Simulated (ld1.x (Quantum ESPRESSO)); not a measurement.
u(r) = r·R(r): atom against pseudo-atom (Si (Z = 14))

Columns: radius, all-electron u(r) and pseudo u(r) of the 2s shell (level -139.50 eV) of silicon in the configuration [He] 2s2 2p6 3s2 3p2; PBE, scalar-relativistic, TM scheme, ld1.x (Quantum ESPRESSO) 7.5.

| r (bohr) | all-electron | pseudo |
| --- | --- | --- |
| 0.038 | 0.5847 | -0.1544 |
| 0.075 | 0.5975 | -0.3032 |
| 0.113 | 0.3513 | -0.4528 |
| 0.150 | 0.0204 | -0.5938 |
| 0.188 | -0.3258 | -0.7320 |
| 0.225 | -0.6277 | -0.8585 |
| 0.263 | -0.8839 | -0.9780 |
| 0.300 | -1.0766 | -1.0818 |
| 0.338 | -1.2191 | -1.1730 |
| 0.375 | -1.3100 | -1.2439 |
| 0.413 | -1.3616 | -1.2962 |
| 0.450 | -1.3788 | -1.3252 |
| 0.488 | -1.3694 | -1.3321 |
| 0.525 | -1.3400 | -1.3175 |
| 0.563 | -1.2945 | -1.2833 |
| 0.600 | -1.2393 | -1.2348 |
| 0.638 | -1.1752 | -1.1740 |
| 0.675 | -1.1084 | -1.1082 |
| 0.713 | -1.0374 | -1.0374 |
| 0.750 | -0.9679 | -0.9679 |
| 0.788 | -0.8973 | -0.8973 |
| 0.825 | -0.8304 | -0.8304 |
| 0.863 | -0.7642 | -0.7642 |
| 0.900 | -0.7028 | -0.7028 |
| 0.938 | -0.6431 | -0.6431 |
| 0.975 | -0.5886 | -0.5886 |

**Question.** How many radial nodes do the two functions have?

**Answer.** The all-electron 2s function has n − l − 1 = 1; the pseudo-wave has 0, since the states of the same l below it are removed with the core.

**Question.** At about which radius was the pseudo-wave matched?

**Answer.** 0.75 bohr. The columns agree to 0.0005 from 0.68 bohr on; several derivatives are matched, so the curves merge somewhat inside the radius.

**Question.** Is the pseudo-wave norm-conserving?

**Answer.** Yes: the TM scheme keeps the norm inside the radius equal to the all-electron one, which fixes the energy derivative of the logarithmic derivative at the level.
